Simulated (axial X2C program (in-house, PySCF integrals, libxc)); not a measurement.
## Worked dissociation energy of GaB⁻: CCSD(T), scalar-relativistic

All values were computed with an axial X2C code built on PySCF integrals. Spin-free means the one-electron spin-free X2C Hamiltonian. Basis: Ga dyall-acv3z [10s10p8d5f1g], B dyall-av3z [8s7p3d2f] (cores contracted in-house); Gaussian nuclei, density fitting, unrestricted open shells. Masses: Ga 68.926 u, B 11.009 u.

Molecular state: M_S = 3/2, Λ = 0 (beyond evenly filled blocks: σα, π+α, π-α).

Correlated methods: 7 electrons correlated (number of frozen shells: Ga 3 s, 2 p, 1 d; B 1 s), 301 virtual spin orbitals or spinors in MP2, 90 natural virtuals in coupled cluster.

| Property | Result |
| --- | --- |
| E(Ga-) (2M_S = 2, M_L = 0) | -1942.292171 hartree |
| E(B) (2M_S = 1, M_L = 0) | -24.606846 hartree |
| E(GaB⁻) at Re | -1967.007645 hartree |
| ωe | 508.6 cm⁻¹ |
| ωexe | 3.06 cm⁻¹ |

(1) Work out De and D0.

The state is one determinant whose occupation by symmetry is held fixed; it was picked as the lowest of a PBE0 search that is not exhaustive. Dissociation energies refer to the lowest single-determinant-based atoms at the same level and basis. Coupled cluster ran in a truncated set of natural virtual spinors; the MP2 energy of the rest was added. (T) has no such correction and the atoms are truncated less, which lowers De at CCSD(T) by a hundredth of an eV or more. PBE0 can misorder states that lie within some tenths of an eV, so this need not be the ground state of the molecule. The nearest other spin-free determinant of the search, M_S = 1/2, Λ = 0, lies 0.27 eV up at the distance of the search. The T1 diagnostic is large, a sign of multireference character. With the outer-core shells frozen, correlated bond lengths of heavy atoms tend to come out a few hundredths of an ångström too long. Spin-free De lacks the spin–orbit lowering of the heavy p-block atom, a tenth of an eV or more for 4p and 5p, up to an eV for 6p and one to two eV for 7p atoms, less what an open-shell molecule gains itself.

Each atomic determinant is the lowest at this level and need not be a pure term. Totals compare only within one Hamiltonian and basis.

Answers

(1) De = -1942.292171 + (-24.606846) − (-1967.007645) = 0.10863 hartree = 2.956 eV. The zero-point energy is ωe/2 − ωexe/4 = 254 cm⁻¹ = 0.031 eV, so D0 = 2.924 eV.
